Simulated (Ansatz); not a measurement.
An input meant for Nb2B2 (charge 0, singlet; scaled by 0.92; with a point charge).

```yaml
crystal:
  periodic: [false, false, false]
  atoms:
    - {symbol: Nb, position_ang: [0.340901, 0.031004, -1.343984]}
    - {symbol: Nb, position_ang: [-0.040805, -1.385732, 0.040182]}
    - {symbol: B, position_ang: [-0.016307, 1.173759, 0.166933]}
    - {symbol: B, position_ang: [-0.283780, 0.180968, 1.136878]}
basis:
  gaussian: {orbitals: def2-SVPD, point_charges: [{charge: 0.50, position_ang: [3.128, -0.012, 0.069]}]}
hamiltonian: {xc: {name: M06-2X}}
scf: {omitted_lower_state_checks: [starts]}
```

```sh
$ ansatz run in.yaml --threads 2 --pin off --events-out ev --progress --plain --max-ram 4352MiB
```

Shortened log:

```
Error: YAML parse error: error: line 10 column 19: hamiltonian.xc: no functional is named "M06-2X"; the names, which are not case-sensitive, are SVWN5, SPW92, PBE, PBE0, PBEsol, revPBE, revPBE0, RPBE, rPW86-PBE, HSE06, wPBEh, LC-wPBE, HISS, HF, BLYP, B3LYP, B3LYP5, BHLYP, CAM-B3LYP, r2SCAN, r2SCANh, r2SCAN0, r2SCAN50, m-r2SCAN, B97, wB97, wB97X, wB97X-V, B97M-V, wB97M-V, B2PLYP, B2GP-PLYP, PBE0-DH, PBE-QIDH
  --> <input>:10:19
   |
 8 | basis:
 9 |   gaussian: {orbitals: def2-SVPD, point_charges: [{charge: 0.50, position_ang: [3.1…
10 | hamiltonian: {xc: {name: M06-2X}}
   |                   ^ hamiltonian.xc: no functional is named "M06-2X"; the names, which are not case-sensitive, are SVWN5, SPW92, PBE, PBE0, PBEsol, revPBE, revPBE0, RPBE, rPW86-PBE, HSE06, wPBEh, LC-wPBE, HISS, HF, BLYP, B3LYP, B3LYP5, BHLYP, CAM-B3LYP, r2SCAN, r2SCANh, r2SCAN0, r2SCAN50, m-r2SCAN, B97, wB97, wB97X, wB97X-V, B97M-V, wB97M-V, B2PLYP, B2GP-PLYP, PBE0-DH, PBE-QIDH
11 | scf: {omitted_lower_state_checks: [starts]}
   |
```

Question: Something in this input is off. What?

Answer: The method's name isn't one that the program takes here. The input was rejected before any iteration.
